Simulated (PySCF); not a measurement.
Al(H)(F)(Cl), SMILES [F][AlH][Cl] (PBE0/def2-SVP optimised geometry):

```
4

Al    -0.217     0.158     0.000
H      1.348     0.158     0.000
F     -1.043     1.596     0.000
Cl    -1.348    -1.596    -0.002
```

Computed with PBE0/def2-TZVP in PySCF.

**Question.** What are the frontier orbital energies and the dipole moment?

**Answer.** HOMO-2 -10.04 eV, HOMO-1 -9.81 eV, HOMO -9.49 eV, LUMO -1.21 eV, LUMO+1 -0.56 eV; dipole moment 1.31 D.

On the same geometry PBE/def2-TZVP (PySCF) gives HOMO-2 -8.57 eV, HOMO-1 -8.39 eV, HOMO -8.08 eV, LUMO -1.98 eV, LUMO+1 -1.43 eV; dipole moment 1.22 D.

Meta-Löwdin charges at PBE0/def2-TZVP: Al1 0.99, H2 -0.14, F3 -0.54, Cl4 -0.32.
